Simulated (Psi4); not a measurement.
Pair of molecules, SMILES [C-]#[O+] with SMILES S (the first has 2 atoms); geometry from B3LYP-D3(BJ)/def2-TZVP, rigid monomers moved along the line of their centres of mass till C1···S3 is 5.02 Å.
(charge 0, multiplicity 1):
```json
[
 {"atom": "C", "x (Å)": "0.1707", "y (Å)": "-0.6345", "z (Å)": "0.1989"},
 {"atom": "O", "x (Å)": "-0.0032", "y (Å)": "0.2786", "z (Å)": "-0.4345"},
 {"atom": "S", "x (Å)": "-0.3034", "y (Å)": "0.2194", "z (Å)": "5.1263"},
 {"atom": "H", "x (Å)": "0.8438", "y (Å)": "-0.4067", "z (Å)": "4.8196"},
 {"atom": "H", "x (Å)": "-1.0442", "y (Å)": "-0.8218", "z (Å)": "4.7151"}
]
```

The numbers are results of SAPT0/jun-cc-pV(D+d)Z run with Psi4, not measurements.

Question: Which attractive term is largest, and how does the interaction split up?

Answer: electrostatics -0.09, exchange 0.02, induction -0.01, dispersion -0.09, total -0.16 kcal/mol; the largest attraction is dispersion.
